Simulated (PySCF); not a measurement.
A species of formula C8H9FO has this rotational fingerprint, computed with PBE0/pcSseg-1 in PySCF (dipole) on a GFN2-xTB geometry, gas phase:

| Property | Result |
| --- | --- |
| Rotational constants | A = 1734, B = 1071, C = 822.0 MHz |
| Dipole components | \|μa\| = 3.13 D, \|μb\| = 0.36 D, \|μc\| = 1.37 D |
| Inertial defect | -148.57 u·Å² |
| κ | -0.45 |

Question: Which structure is it? (One computed conformer of each.)
A. `[CH2:1]=[CH:2][C:3]1([CH:4]=[CH2:5])[CH2:6][C@H:7]1[C:8](=[O:9])[F:10]` with C1–C2–C3–C4 10°, C2–C3–C4–C5 -109°, C6–C7–C8–O9 21°
B. `[OH:1][CH2:2][C@H:3]([F:4])[c:5]1[cH:6][cH:7][cH:8][cH:9][cH:10]1` with H–O1–C2–C3 57°, O1–C2–C3–F4 -65°, C2–C3–C5–C6 98° (PhCHFCH2OH)
C. `[CH2:1]=[CH:2][C@@H:3]1[CH2:4][C@@:5]1([CH:6]=[CH2:7])[C:8](=[O:9])[F:10]` with C1–C2–C3–C4 -149°, C4–C5–C6–C7 0°, C4–C5–C8–O9 -158°

Answer: C. It is C=C[C@@H]1C[C@@]1(C=C)C(=O)F, an asymmetric top, point group C1. The candidates at the same level (rigid rotor, commonest isotopes):

| SMILES | A (MHz) | B (MHz) | C (MHz) | μa (D) | μb (D) | μc (D) | Δ (u·Å²) | point group | rotor |
| --- | --- | --- | --- | --- | --- | --- | --- | --- | --- |
| C=CC1(C=C)C[C@H]1C(=O)F | 1877 | 1007 | 852.1 | 3.02 | 1.43 | 1.12 | -177.79 | C1 | asymmetric top |
| C=C[C@@H]1C[C@@]1(C=C)C(=O)F | 1734 | 1071 | 822.0 | 3.13 | 0.36 | 1.37 | -148.57 | C1 | asymmetric top |
| OC[C@H](F)c1ccccc1 | 3077 | 782.1 | 682.5 | 1.46 | 0.15 | 0.26 | -69.97 | C1 | near-prolate asymmetric top |

`OC[C@H](F)c1ccccc1` has A 77 % too high; `C=CC1(C=C)C[C@H]1C(=O)F` has A 8 % too high. No structure here is proved a minimum.
